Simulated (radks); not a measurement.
Results of a calculation; reference values are marked as such.
Question: Spherical quantum dot in the effective-mass picture: electrons in a parabolic well V = omega^2 r^2 / 2 with omega = 0.0903, with a point charge +1 (a donor) at the centre, all in effective atomic units (hartree* = m*/eps^2 hartree, bohr* = eps/m* bohr), one dielectric constant everywhere. Level of theory: non-relativistic Kohn-Sham, LDA (Slater exchange, Perdew-Wang correlation), spin-polarised, spherical densities (a radial shooting solver with Libxc functionals). Levels are named by radial order and angular momentum (1s, 1p, 1d, 2s, ...), and open shells are averaged over m. Results are scaled to m* = 0.073 and eps = 5.3, for which hartree* = 70.72 meV and bohr* = 3.842 nm. At N = 18 the configuration is 1s2 1p6 1d(up 5, down 3) 2s2. Does electron 19 go into 1f up or 1d down or 1f down?

Answer: Into 1d down. The total energies of the other choices lie higher by 1.85 meV (1f up), 2.16 meV (1f down).
